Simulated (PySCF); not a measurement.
Compound: C6H12O.
Bonds: O1–C2, C2–C3, C3–C4, C4–C5, C5–C6, C6–C7, C2–C7. Hydrogens: H8 on O1; H9 on C2; H10, H11 on C3; H12, H13 on C4; H14, H15 on C5; H16, H17 on C6; H18, H19 on C7.

The same species was optimised twice, with GFN2-xTB and with PBE0-D3(BJ)/def2-SVP (PySCF), and the same property calculations (PySCF, gas phase) were run on both structures.

```json
{"coordinate": "C2–C3 (Å)", "GFN2-xTB": "1.532", "PBE0-D3(BJ)/def2-SVP": "1.526", "change": "-0.006"}
{"coordinate": "C2–C7 (Å)", "GFN2-xTB": "1.532", "PBE0-D3(BJ)/def2-SVP": "1.526", "change": "-0.006"}
{"coordinate": "O1–C2 (Å)", "GFN2-xTB": "1.412", "PBE0-D3(BJ)/def2-SVP": "1.406", "change": "-0.006"}
{"coordinate": "C5–C6 (Å)", "GFN2-xTB": "1.526", "PBE0-D3(BJ)/def2-SVP": "1.526", "change": "0.000"}
{"coordinate": "C4–C5 (Å)", "GFN2-xTB": "1.526", "PBE0-D3(BJ)/def2-SVP": "1.526", "change": "0.000"}
{"coordinate": "C3–C4 (Å)", "GFN2-xTB": "1.525", "PBE0-D3(BJ)/def2-SVP": "1.525", "change": "0.000"}
{"coordinate": "C6–C7 (Å)", "GFN2-xTB": "1.525", "PBE0-D3(BJ)/def2-SVP": "1.525", "change": "0.000"}
{"coordinate": "C2–C3–C4 (°)", "GFN2-xTB": "110.7", "PBE0-D3(BJ)/def2-SVP": "112.1", "change": "+1.4"}
{"coordinate": "C2–C7–C6 (°)", "GFN2-xTB": "110.7", "PBE0-D3(BJ)/def2-SVP": "112.1", "change": "+1.4"}
{"coordinate": "C3–C2–C7 (°)", "GFN2-xTB": "109.8", "PBE0-D3(BJ)/def2-SVP": "110.8", "change": "+1.0"}
{"coordinate": "C4–C5–C6 (°)", "GFN2-xTB": "110.4", "PBE0-D3(BJ)/def2-SVP": "111.3", "change": "+0.9"}
{"coordinate": "C5–C6–C7 (°)", "GFN2-xTB": "110.5", "PBE0-D3(BJ)/def2-SVP": "111.4", "change": "+0.9"}
{"coordinate": "C3–C4–C5 (°)", "GFN2-xTB": "110.6", "PBE0-D3(BJ)/def2-SVP": "111.4", "change": "+0.8"}
{"coordinate": "O1–C2–C7 (°)", "GFN2-xTB": "111.9", "PBE0-D3(BJ)/def2-SVP": "112.1", "change": "+0.2"}
{"coordinate": "O1–C2–C3 (°)", "GFN2-xTB": "111.9", "PBE0-D3(BJ)/def2-SVP": "112.1", "change": "+0.2"}
```

Rotational constants: A = 4331, B = 2241, C = 1632 MHz (GFN2-xTB) against A = 4309, B = 2232, C = 1620 MHz (PBE0-D3(BJ)/def2-SVP). Point groups within 0.08 Å: Cs and Cs.

On the GFN2-xTB structure: HOMO (eV) -7.44 [PBE0/pcSseg-1]; LUMO (eV) 1.42 [PBE0/pcSseg-1]; dipole (D) 1.73 [PBE0/pcSseg-1]; GIAO shielding of O1 (ppm) 258.1 [PBE0/pcSseg-1]; GIAO shielding of C2 (ppm) 111.8 [PBE0/pcSseg-1]; GIAO shielding of C3/C7 (mean) (ppm) 145.0 [PBE0/pcSseg-1]; GIAO shielding of C4/C6 (mean) (ppm) 157.6 [PBE0/pcSseg-1]; GIAO shielding of C5 (ppm) 157.0 [PBE0/pcSseg-1].

Problem. What do these properties become on the PBE0-D3(BJ)/def2-SVP structure?

Solution. 
| property | level | on GFN2-xTB | on PBE0-D3(BJ)/def2-SVP | change |
| --- | --- | --- | --- | --- |
| HOMO (eV) | PBE0/pcSseg-1 | -7.44 | -7.52 | -0.08 |
| LUMO (eV) | PBE0/pcSseg-1 | 1.42 | 1.39 | -0.03 |
| dipole (D) | PBE0/pcSseg-1 | 1.73 | 1.73 | 0.00 |
| energy, GFN2-xTB geometry as zero (kcal/mol) | PBE0/pcSseg-1 | 0.0 | -0.6 | -0.6 |
| GIAO shielding of O1 (ppm) | PBE0/pcSseg-1 | 258.1 | 258.5 | +0.4 |
| GIAO shielding of C2 (ppm) | PBE0/pcSseg-1 | 111.8 | 113.3 | +1.5 |
| GIAO shielding of C3/C7 (mean) (ppm) | PBE0/pcSseg-1 | 145.0 | 144.2 | -0.8 |
| GIAO shielding of C4/C6 (mean) (ppm) | PBE0/pcSseg-1 | 157.6 | 157.0 | -0.6 |
| GIAO shielding of C5 (ppm) | PBE0/pcSseg-1 | 157.0 | 156.5 | -0.5 |

The heavy atoms differ by 0.018 Å rms after alignment. Among bonds between heavy atoms O1–C2, C2–C3 and C2–C7 change most and about equally (-0.006 Å). Changes are differences of the printed values. Neither structure is proved a minimum here.
